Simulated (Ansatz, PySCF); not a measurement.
Complex: AsH3 (SMILES [AsH3]) (first 4 atoms) with HBr (SMILES Br); geometry from B3LYP-D3(BJ)/def2-TZVP, rigid monomers moved along the line of their centres of mass till As1···H6 is 2.33 Å.
(charge 0, multiplicity 1):
| atom | x (Å) | y (Å) | z (Å) |
|---|---|---|---|
| As | -0.2459 | -0.1997 | 0.1439 |
| H | -0.9311 | 0.7332 | -0.8422 |
| H | -0.4163 | -1.4192 | -0.7482 |
| H | 1.1450 | 0.1094 | -0.3869 |
| Br | -1.0617 | -0.2376 | 3.8268 |
| H | -0.7507 | -0.2228 | 2.4215 |

Monomers are frozen at their geometry in the pair; levels with a basis set take the counterpoise correction. Rows marked so take none.

Cores are frozen in the correlated methods. Filled d and f shells under p-block atoms count as core. Rows in 3-21G, 6-31G*, STO-3G carry no dispersion term and start afresh at each structure (6-31G* with six Cartesian d functions); the Pople sets are all-electron and without relativity.

Codes used: Ansatz (a program for electronic structure); PySCF for 3-21G rows, 6-31G* rows, STO-3G rows, the dispersion terms. Values without a source in brackets are computed.

| level | interaction energy (kcal/mol) |
|---|---|
| HF/STO-3G (no counterpoise) | -2.17 |
| HF/6-31G* (no counterpoise) | 2.38 |
| HF/aug-cc-pVTZ | 2.55 |
| PBE-D4/def2-TZVPPD | -3.50 |
| B3LYP/3-21G (no counterpoise) | -3.00 |
| B3LYP/6-31G* (no counterpoise) | -1.18 |
| PBE0-D4/def2-TZVPPD | -2.98 |
| SCS-MP2/aug-cc-pVDZ | … |
| SCS-MP2/aug-cc-pVTZ | … |

Fill in the missing entries.


- SCS-MP2/aug-cc-pVDZ, interaction energy (kcal/mol): 0.30
- SCS-MP2/aug-cc-pVTZ, interaction energy (kcal/mol): -0.43
